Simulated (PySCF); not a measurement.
# Computed properties of C₄H₉NSi, SMILES C=C=C[Si@@H](C)N

C4H9NSi, SMILES C=C=C[Si@@H](C)N. The structure is a stationary point at r2SCAN-D4/def2-SVP. The structure was generated by enumeration; whether it is a known compound was not checked. The values are those of a single conformer. All values are computed for the isolated molecule unless a solvent is named; none is compared with measurement here.

**Structure.** All 39 harmonic modes at r2SCAN-D4/def2-SVP (PySCF) are real, so it is a minimum. With heavy atoms numbered as in [CH2:1]=[C:2]=[CH:3][Si@@H:4]([CH3:5])[NH2:6], the shortest bond between them is C1–C2 at 1.312 Å and the longest C3–Si4 at 1.875 Å.

**Vibrations.** The strongest infrared lines (harmonic, unscaled, degenerate partners summed) lie at 901 cm⁻¹ (292 km/mol, H 58 %, Si 24 %, N 11 %), 2040 cm⁻¹ (230 km/mol, C 98 %), 427 cm⁻¹ (180 km/mol, H 78 %, N 18 %). The softest mode is at 37 cm⁻¹ and the zero-point energy is 73.6 kcal/mol.

**Electronic structure.** HF/def2-TZVP (PySCF) places the frontier levels at -9.81 and 3.38 eV, a gap of 13.19 eV, and gives a dipole moment of 0.87 D and a mean polarisability of 80.9 bohr³. PBE/def2-TZVP (PySCF) at the same geometry gives -5.86 and -1.09 eV, so its gap is 8.42 eV narrower. An orbital gap is neither the optical nor the fundamental gap.

**Excitations.** TDA-ωB97X/def2-SVPD (PySCF) has S1 at 5.60 eV (221 nm, f = 0.001, dark); the most intense of the 10 singlets computed lies at 7.88 eV (f = 1.29). T1 (TDA) is at 4.56 eV, 1.04 eV under S1. TDA-PBE/def2-SVPD (PySCF) puts S1 at 4.86 eV. No vertical singlet excitation falls in the visible range (under 3.1 eV).

**NMR.** GIAO shifts at PBE0/pcSseg-1 (PySCF) (non-relativistic, atoms alike by connectivity averaged): ¹³C from 1.2 to 231.2 ppm against TMS; ¹H from 0.4 to 5.4 ppm against TMS; ²⁹Si at -10.5 ppm against TMS.

**Solvation.** SMD-B3LYP/6-31G* (PySCF) gives 0.0 kcal/mol in water, -3.5 kcal/mol in tetrahydrofuran, -3.0 kcal/mol in 1-octanol (1 M in both phases, gas-phase geometry); of these solvents tetrahydrofuran holds the molecule best.
